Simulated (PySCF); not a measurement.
**TDDFT excited states: C6H5NOSe**

C6H5NOSe.
SMILES with atom numbers: `[CH:1]#[C:2][c:3]1[cH:4][c:5]([O:6][CH3:7])[n:8][se:9]1` (hydrogens: H10 on C1; H11 on C4; H12, H13, H14 on C7)

Method: PySCF, TDDFT B3LYP/def2-SVPD, vertical, gas phase, core orbitals frozen in the response. Geometry: PBE0-D3(BJ)/def2-SVP, one conformer, isolated molecule. Relativistic effects, spin–orbit coupling among them, are left out although an element past zinc is present. Torsions of this conformer, `[CH:1]#[C:2][c:3]1[cH:4][c:5]([O:6][CH3:7])[n:8][se:9]1`: C4–C5–O6–C7 180°.

| state | E (eV) | λ (nm) | f | symmetry | main configurations (H = HOMO, L = LUMO) |
| --- | --- | --- | --- | --- | --- |
| S1 | 4.15 | 298.6 | 0.080 | A′ | H→L (96%) |
| S2 | 4.47 | 277.5 | 0.0001 | – | H→L+1 (97%) |
| S3 | 4.73 | 261.9 | 0.0004 | – | H-2→L (97%) |
| S4 | 4.87 | 254.6 | 0.200 | A′ | H-1→L (88%) |
| S5 | 5.25 | 236.3 | 0.0000 | – | H-1→L+1 (96%) |
| S6 | 5.36 | 231.2 | 0.0008 | – | H→L+2 (90%) |
| S7 | 5.57 | 222.7 | 0.0000 | – | H-3→L (94%) |
| S8 | 5.69 | 217.8 | 0.0003 | – | H-1→L+2 (84%) |
| S9 | 5.96 | 207.9 | 0.0017 | – | H-2→L+1 (57%), H-4→L (37%) |
| S10 | 6.11 | 203.0 | 0.0061 | A′ | H-4→L (55%), H-2→L+1 (34%) |

Triplets (Tamm–Dancoff): T1 3.13 eV, H→L (94%); T2 3.31 eV, H-1→L (92%); T3 4.06 eV, H→L+1 (95%); T4 4.42 eV, H-2→L (92%).

The lowest singlet lies at 4.15 eV (299 nm, ultraviolet) and is of moderate strength; its leading configuration is HOMO→LUMO (96%). The strongest level in the table is S4 at 4.87 eV (255 nm, f = 0.200). Löwdin shares by element: HOMO selenium 44%, oxygen 15%, nitrogen 11%, carbon 9% or more (atoms not listed hold the other 21%); LUMO carbon 49% or more, selenium 14% (atoms not listed hold the other 36%). Weighted by f, the mean energy of these states is 4.71 eV. Orbital energies (eV): HOMO-3 -8.66, HOMO-2 -7.86, HOMO-1 -7.15, HOMO -6.51, LUMO -1.91, LUMO+1 -0.87, LUMO+2 -0.25. Of the 10 states listed, 2 reach f = 0.01 and 5 stay under 0.0005. No computed singlet lies in the visible range (380 to 750 nm); the lowest, at 299 nm, stands 0.89 eV above its violet end (3.26 eV); a Tamm–Dancoff triplet lies at 396 nm, without intensity as long as spin–orbit coupling is left out. The vertical ionisation energy (ΔSCF) is 8.48 eV, 2.37 eV above S10. Symmetry labels in Cs follow from the direction of the transition dipole and are given only for states with f of 0.002 or more. Only the lowest 10 singlets were computed, as vertical energies without vibronic structure.
